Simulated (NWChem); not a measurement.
System meant: CH6FNSi; SMILES N[SiH2]CF

Here is an NWChem input.

```
start job
memory heap 200 mb stack 900 mb global 1100 mb
geometry units angstroms noautoz
  N      0.427772    -2.023538     0.000000
  Si    -0.454584    -0.539125     0.000000
  C      0.627276     1.031130     0.000000
  F     -0.192168     2.145976     0.000000
  H      0.859395    -2.391449    -0.838480
  H      0.859395    -2.391449     0.838480
  H     -1.301833    -0.488788     1.229050
  H     -1.301833    -0.488788    -1.229050
  H      1.285075     1.068213    -0.888172
  H      1.285075     1.068213     0.888172
end
basis spherical
  N library def2-svp
  Si library def2-svp
  C library def2-svp
  F library def2-svp
  H library def2-svp
end
dft
  xc xpbe96 cpbe96
  iterations 4
  mulliken
end
task dft energy
```

End of the output:

```
    Atom       Charge   Shell Charges
 -----------   ------   -------------------------------------------------------
    1 N    7     7.22   1.97  0.70  0.43  2.27  1.83  0.02
    2 Si  14    13.55   2.00  1.93  0.65  0.32  5.81  1.33  1.09  0.43
    3 C    6     6.08   1.96  0.62  0.34  1.83  1.19  0.13
    4 F    9     9.13   1.98  1.02  0.75  3.22  2.16  0.01
    5 H    1     0.93   0.59  0.21  0.13
    6 H    1     0.93   0.59  0.21  0.13
    7 H    1     1.09   0.65  0.42  0.02
    8 H    1     1.09   0.65  0.42  0.02
    9 H    1     0.99   0.64  0.27  0.07
   10 H    1     0.99   0.64  0.27  0.07

 center of mass
 --------------
 x =  -0.03861041 y =   0.13921766 z =   0.00000000

 moments of inertia (a.u.)
 ------------------
         663.489025316107          -0.000000000000           0.000000000000
          -0.000000000000          99.470712959206           0.000000000000
           0.000000000000           0.000000000000         719.736198915631

     Multipole analysis of the density
     ---------------------------------

     L   x y z        total         alpha         beta         nuclear
     -   - - -        -----         -----         ----         -------
     0   0 0 0     -0.000000    -21.000000    -21.000000     42.000000

     1   1 0 0      0.815727      0.407863      0.407863     -0.000000
     1   0 1 0     -0.814414     -0.407207     -0.407207     -0.000000
     1   0 0 1      0.000000      0.000000      0.000000      0.000000

     2   2 0 0    -23.447078    -38.421536    -38.421536     53.395994
     2   1 1 0     -1.589529     -1.062309     -1.062309      0.535090
     2   1 0 1      0.000000      0.000000      0.000000      0.000000
     2   0 2 0    -25.040187   -181.854925   -181.854925    338.669662
     2   0 1 1     -0.000000     -0.000000     -0.000000      0.000000
     2   0 0 2    -22.652544    -22.048258    -22.048258     21.443971

 ------------------------------------------------------------------------
 dft energy failed                                                                                  0
 ------------------------------------------------------------------------
 ------------------------------------------------------------------------
  current input line :
    27: task dft energy
 ------------------------------------------------------------------------
 ------------------------------------------------------------------------
 This type of error is most commonly associated with calculations not reaching convergence criteria
 ------------------------------------------------------------------------
 For more information see the NWChem manual at https://nwchemgit.github.io

0:dft energy failed:Received an Error in Communication
```

Can this run be used? If not, why, and what is the fix?

Convergence was not reached. Cause: the SCF was allowed too few iterations. This input runs:
```
start job
memory heap 200 mb stack 900 mb global 1100 mb
geometry units angstroms noautoz
  N      0.427772    -2.023538     0.000000
  Si    -0.454584    -0.539125     0.000000
  C      0.627276     1.031130     0.000000
  F     -0.192168     2.145976     0.000000
  H      0.859395    -2.391449    -0.838480
  H      0.859395    -2.391449     0.838480
  H     -1.301833    -0.488788     1.229050
  H     -1.301833    -0.488788    -1.229050
  H      1.285075     1.068213    -0.888172
  H      1.285075     1.068213     0.888172
end
basis spherical
  * library def2-svp
end
dft
  xc xpbe96 cpbe96
  iterations 150
  mulliken
end
task dft energy
```
It converges to -485.19083 Ha (PBE/def2-SVP).
